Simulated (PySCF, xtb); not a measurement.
AuClH3N, SMILES [NH3]->[Au][Cl], multiplicity 1.

Harmonic wavenumbers (cm⁻¹) from GFN2-xTB (xtb 6.7.1) at its own minimum, in rising order: 96, 96, 276, 357, 513, 514, 1203, 1517, 1517, 3437, 3454, 3454.

Task: What does PySCF with B3LYP-D3(BJ)/def2-TZVP give at its own minimum? (The exact figures need the calculation; the answer reports its results.)

Result: 127, 127, 360, 429, 680, 680, 1245, 1659, 1659, 3457, 3557, 3557. Paired by order, the mean absolute difference is 92 cm⁻¹ and the zero-point energies are 23.5 and 25.1 kcal/mol.
